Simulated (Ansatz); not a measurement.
## Isomers

Structures of BSiH3OF (charge -1), closed shell, relaxed at PBE0-D4/def2-TZVPD (vibrations not checked; lower isomers may exist, and structures with a doubtful reference or unclear bonds are left out). Program: Ansatz 0.2.0. Basis: def2-TZVPPD. Cores are frozen in the correlated methods. B3LYP uses VWN-RPA correlation.

Rank them by CCSD(T) energy, lowest first, and give each one's height above the lowest. Links in brackets join atoms within 1.22 times the sum of their covalent radii (1.1 for two metals). (Judge from chemistry; the value comes from the calculation.)
A.
BSiH₃OF ([OH][BH][SiH][F]), total charge -1
```
7
angstrom
B 0.1308 0.4287 -0.2996
Si 1.0766 -1.0817 0.5878
O 0.7803 1.3796 -1.0909
F -0.1387 -2.1587 1.0460
H 0.2228 2.1458 -1.2330
H -1.0117 0.7415 0.0256
H 1.6963 -1.8461 -0.5841
```
B.
BSiH₃OF ([O][B]([F])[SiH3]), total charge -1
```
7
angstrom
O 1.9543 -0.2450 1.1404
B 0.7983 -0.6347 0.7982
F 0.1527 -1.8132 1.2102
Si -0.4378 0.4236 -0.4877
H 0.1696 1.6898 -1.0207
H -1.7535 0.8834 0.0930
H -0.8835 -0.3038 -1.7334
```
C.
BSiH₃OF ([OH][B]([F])[SiH2]), total charge -1
```
7
angstrom
O 2.1387 -0.1200 0.7852
B 0.7914 -0.4009 0.6229
F 0.4007 -1.4592 1.4144
Si -0.4207 0.4010 -0.7663
H 0.0521 1.8515 -0.6783
H -1.6736 0.5244 0.1020
H 2.5188 -0.7437 1.4149
```
D.
BSiH₃OF ([F][SiH]1[BH2][O]1), total charge -1
```
7
angstrom
B -0.7802 0.7585 0.1418
Si 0.6202 -0.6365 0.1685
O 0.1496 0.4508 -0.9945
F 0.4459 -2.1810 -0.3725
H -1.9342 0.3749 0.0337
H -0.6270 1.8220 0.7219
H 2.1257 -0.5887 0.3011
```

By the calculation: B (0.0 kJ/mol), D (29.2 kJ/mol), C (86.8 kJ/mol), A (147.1 kJ/mol). Heights count from the lowest.

Do PBE-D4, r2SCAN-D4, PBE0-D4, B3LYP-D4, wB97M-V, HF, MP2 give the same order? (A judgement: the text doesn't fix the answer.)

Computed: All do.

T1 diagnostic: at most 0.020.

For scale, one of the runs: CCSD(T)/def2-TZVPPD, 216 basis functions, launched by `ansatz run in.yaml --threads 2 --pin off --events-out ev --progress --plain --max-ram 4352MiB`. The run took 120 s on 2 CPU threads of an Arm Neoverse V2 (shared host), with 3.2 GiB of host memory at its peak.
